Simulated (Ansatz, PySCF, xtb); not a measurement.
Complex: H2O (SMILES O) (first 3 atoms) with C2H6O (SMILES CCO); geometry from B3LYP-D3(BJ)/def2-TZVP, rigid monomers moved along the line of their centres of mass till H2···O6 is 2.16 Å.
(charge 0, multiplicity 1):
```tsv
atom	x (Å)	y (Å)	z (Å)
O	-0.2192	0.3078	0.1725
H	0.3039	0.1022	0.9666
H	0.1251	-0.2641	-0.5197
C	-1.2986	0.3954	3.7984
C	-0.2643	-0.7111	3.7169
O	0.9132	-0.3140	2.9971
H	-2.1897	0.0432	4.3228
H	-1.5881	0.7222	2.7993
H	-0.9092	1.2562	4.3492
H	0.0176	-1.0616	4.7153
H	-0.6566	-1.5638	3.1631
H	1.2926	0.4598	3.4291
```

Counterpoise-corrected where a basis set is named; no monomer relaxation. Rows marked so take none.

Rows in 6-31G* carry no dispersion term and start afresh at each structure (6-31G* with six Cartesian d functions).

Programs: Ansatz (an electronic-structure program); PySCF for 6-31G* rows; xtb for the GFN methods. Values without a source in brackets are computed.

### Question
One of these levels gives -17.4 kJ/mol for the interaction energy. Which?
A) HF/6-31G* (no counterpoise)
B) GFN1-xTB
C) M06-2X/6-31G* (no counterpoise)
D) HF/aug-cc-pVDZ

### Answer
D, HF/aug-cc-pVDZ. The others give -19.9 (GFN1-xTB), -25.1 (HF/6-31G* (no counterpoise)), -32.5 (M06-2X/6-31G* (no counterpoise))
